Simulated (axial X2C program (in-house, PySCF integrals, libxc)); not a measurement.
Worked dissociation energy of WH⁺: HF, scalar-relativistic

Computed with an in-house all-electron X2C program for linear molecules (integrals from PySCF). Spin-free means the one-electron spin-free X2C Hamiltonian. Basis: W dyall-cv3z [13s14p9d7f4g], H dyall-v3z [6s2p1d] (cores contracted in-house); Gaussian nuclei, density fitting, unrestricted open shells. Masses: W 183.951 u, H 1.008 u.

Molecular state: M_S = 2, Λ = 1 (beyond evenly filled blocks: σα, π+α, δ+α, δ-α).

```
E(W+) (2M_S = 5, M_L = 0) : -16138.195031 hartree
E(H) (2M_S = 1, M_L = 0)  : -0.500004 hartree
E(WH⁺) at Re              : -16138.742428 hartree
ωe                        : 1918.3 cm⁻¹
ωexe                      : 52.2 cm⁻¹
```

(1) Work out De and D0.

The state is one determinant whose occupation by symmetry is held fixed; it was picked as the lowest of a PBE0 search that is not exhaustive. Dissociation energies refer to the lowest single-determinant-based atoms at the same level and basis. Other states lie close and PBE0, whose exact exchange favours high spin, may order them wrongly; the determinant shown need not be the ground state. The nearest other spin-free determinant of the search, M_S = 2, Λ = 2, lies 0.10 eV up at the distance of the search. The determinant is spin-polarised beyond a pure state at some levels (its spin-free form has ⟨S²⟩ too high), which makes Re and μ there less reliable.

Hartree–Fock lacks correlation and underbinds, often by eV.

Each atomic determinant is the lowest at this level and need not be a pure term. Totals compare only within one Hamiltonian and basis.

Results:

(1) De = -16138.195031 + (-0.500004) − (-16138.742428) = 0.04739 hartree = 1.290 eV. The zero-point energy is ωe/2 − ωexe/4 = 946 cm⁻¹ = 0.117 eV, so D0 = 1.172 eV.
